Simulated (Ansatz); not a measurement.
Consider the cleavage of the Si–Al bond: `C#C[SiH2][AlH][SiH3]` + `CC(N)O` → `CC(O)N[SiH3]` + `C#C[SiH2][AlH2]`.

Calculated with Ansatz (gas phase, PBE0-D4/def2-TZVP geometries, no zero-point term in ΔE). CBS: MP2 limit from def2 TZ/QZ plus the TZ coupled-cluster correction, frozen cores. Functionals use def2-TZVPP. B3LYP here is the variant with VWN-RPA as its local correlation; programs differ in this. One conformer a species, not always the lowest.

Is it downhill or uphill in electronic energy at CCSD(T)/CBS, and by how much? (An estimate is asked.)

The calculation gave: Downhill: ΔE = -19.9 kJ/mol.

What do these levels give: B3LYP-D4, ωB97X-V, B2PLYP, SCS-MP2/def2-TZVPP, CCSD/def2-TZVPP, SCS-MP2/def2-QZVPP? (Estimate.)

Ansatz gave: B3LYP-D4 -24.3, ωB97X-V -22.0, B2PLYP -28.0, SCS-MP2/def2-TZVPP -36.5, CCSD/def2-TZVPP -29.2, SCS-MP2/def2-QZVPP -37.9 kJ/mol.

Largest T1 diagnostic among the species: 0.015.

The D4 term adds +3.4 kJ/mol with B3LYP and +1.8 kJ/mol with PBE0; it sums over pairs of atoms, weighted by their polarisabilities, and B3LYP, whose exchange is more repulsive, gets the larger term. In def2-TZVPP, CCSD(T) changes the Hartree–Fock value by +54.0 kJ/mol (the triples alone add +10.3 kJ/mol) and MP2 by +49.1 kJ/mol. From PBE to PBE0 (25 % exact exchange), in def2-TZVPP and without D4, ΔE moves by −9.8 kJ/mol.
